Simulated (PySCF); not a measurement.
H2OSi, charge +1, doublet, geometry from GFN2-xTB (a state made from the parent by changing its charge; the spin is typed, not shown lowest), atoms displaced at random by about 0.03 Å a coordinate. Base run: TPSS/def2-SVP, gradient (PySCF).

Here is a job for PySCF.
```python
from pyscf import gto, scf, dft

mol = gto.M(
    atom='''
Si    0.079143   -0.398704    0.001743
O    -0.237096    1.035688    0.026893
H    -0.856232   -1.599438   -0.002985
H     1.272741   -1.278144    0.054532
''',
    basis='def2-svp',
    charge=1,
    spin=1,
    verbose=4,
)

mf = dft.UKS(mol)
mf.xc = 'tpss'
mf.kernel()
g = mf.nuc_grad_method()
grad = g.kernel()
```

The coordinate followed is x of atom 1.

The base run was repeated with changes; each row names its change, and settings that it needs were set with it.

```csv
change,dE/dx (Eh/bohr),net force (Eh/bohr)
base,-0.022357,0.000069
grids.level = 0; grid_response = on,-0.023863,0.000000
conv_tol = 1e-4,-0.022117,0.000069
finite difference step (bohr) = 0.05; conv_tol = 1e-11,-0.022178,-
grids.level = 0; grid_response = off,-0.023068,0.001640
grids.level = 1; grid_response = off,-0.022374,0.000350
grid_response = on,-0.022358,0.000000
finite difference step (bohr) = 1e-4; conv_tol = 1e-11,-0.022359,-
finite difference step (bohr) = 0.01; conv_tol = 1e-11,-0.022351,-
finite difference step (bohr) = 0.2; conv_tol = 1e-11,-0.019509,-
grids.level = 5; grid_response = off,-0.022353,0.000002
conv_tol = 1e-6,-0.022357,0.000069
```

The net force is zero for an exact gradient.

Open shells are given as the SCF converged; they aren't shown to be the lowest states, and a large step between rows can be another state.
